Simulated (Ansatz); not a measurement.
Relaxation of C₂H₅BN (9 atoms, charge -1, multiplicity 1), to a largest force component of 0.015 eV/Å in at most 40 steps.

Computed with RKS PBE0-D4/def2-SVP (Ansatz 0.2.0).

```xyz
9
Properties=species:S:1:pos:R:3:forces:R:3
B -0.757 1.497 -0.034 -0.76 0.52 0.58
C 0.588 0.995 -0.163 1.73 -2.05 0.50
N 1.095 -0.246 0.071 -0.28 1.09 -0.43
C 0.075 -1.219 0.224 0.17 0.22 -0.11
H -1.708 1.776 -0.684 -0.45 0.13 -0.52
H 1.407 1.737 -0.236 -0.15 0.39 -0.17
H 0.523 -2.192 0.482 -0.07 -0.32 0.05
H -0.557 -1.387 -0.689 -0.06 -0.04 -0.02
H -0.667 -0.960 1.030 -0.13 0.07 0.11
```

Problem. Where does it end, and by what steps?

Solution. The forces met the threshold. Limits of this set-up: an anion without diffuse functions, the dipole of an ion depends on the origin. After 11 steps the energy has fallen by 0.191 eV; H5 moved furthest, 0.38 Å.

```csv
step,energy less start (eV),largest force component (eV/Å),accepted
0,0.0000,2.051,yes
1,-0.0434,1.269,yes
2,-0.1006,1.012,yes
3,-0.1093,1.418,yes
4,-0.1640,0.211,yes
5,-0.1758,0.129,yes
6,-0.1843,0.109,yes
7,-0.1872,0.127,yes
8,-0.1895,0.118,yes
9,-0.1905,0.057,yes
10,-0.1907,0.038,yes
11,-0.1907,0.013,yes
```

```xyz
9
Properties=species:S:1:pos:R:3
B -0.809 1.619 0.133
C 0.483 0.910 -0.123
N 1.062 -0.258 -0.016
C 0.108 -1.295 0.224
H -1.479 2.050 -0.803
H 1.185 1.781 -0.299
H 0.596 -2.238 0.546
H -0.506 -1.559 -0.671
H -0.640 -1.009 1.010
```

Whether the end is a true minimum wasn't checked by a vibrational analysis.

Time of the run: 30 s on 1 CPU thread of a shared host.
